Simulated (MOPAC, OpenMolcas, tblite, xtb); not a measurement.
## How methods differ on CBrF2 (bromodifluoromethyl radical)

CBrF2 has 4 atoms, charge 0, and is taken as a doublet. As SMILES, `F[C](F)Br`. The coordinates come from a GFN2-xTB relaxation.

Quantity: the dipole moment, in D. The values are calculated.

```tsv
level	kind	program	value (D)	CPU time
IPEA1-xTB	semi-empirical	tblite	0.66	under 2 s
PM3	semi-empirical	MOPAC	0.63	under 2 s
PM7	semi-empirical	MOPAC	0.69	under 2 s
GFN0-xTB	semi-empirical	xtb	0.38	under 2 s
UHF/STO-3G	Hartree–Fock	OpenMolcas	0.39	2.4 s
UHF/3-21G	Hartree–Fock	OpenMolcas	0.99	2.9 s
UHF/def2-SVP	Hartree–Fock	OpenMolcas	0.89	6.4 s
UHF/def2-TZVP	Hartree–Fock	OpenMolcas	0.78	54 s
USVWN5/def2-SVPD	LDA	OpenMolcas	0.61	31 s
UBP86/cc-pVDZ	GGA	OpenMolcas	0.28	22 s
```

All-electron rows without a relativistic Hamiltonian named are non-relativistic. The values span 0.28 to 0.99 D. Magnitudes only: a small dipole may point the other way at some levels. Sets without polarisation functions give poor dipoles. CPU times are rough (shared hosts, several kinds of processor): they show what a rung costs within a factor of a few.
